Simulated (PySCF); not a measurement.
**Name the molecule from its bond curve**

A diatomic of charge 0 contains Ga. Its quartet curve at BLYP in a triple-zeta basis (no relativity, PySCF), in eV from the separated fragments:

R (Å), E (eV) and a bar:
```
    2.082     -1.661 ##############################
    2.179     -2.032 ##############
    2.276     -2.246 #####
    2.348     -2.333 ##
    2.421     -2.372 
    2.494     -2.376 
    2.591     -2.341 #
    2.712     -2.254 #####
    2.857     -2.112 ###########
    3.050     -1.896 ####################
```

The fit gives ωe = 277 cm⁻¹ and the rotational constant Bₑ = 0.1393 cm⁻¹.

Question: Which atom is the partner?

Answer: The minimum lies at 2.466 Å, so the reduced mass is 16.8576 u Å² cm⁻¹/(Bₑ·Re²) = 19.90 u. With Ga at 68.93 u the partner weighs about 28.0 u: Si. The molecule is GaSi.

Spin–orbit coupling is left out. The state was picked by a PBE0 search and need not be the measured ground state.
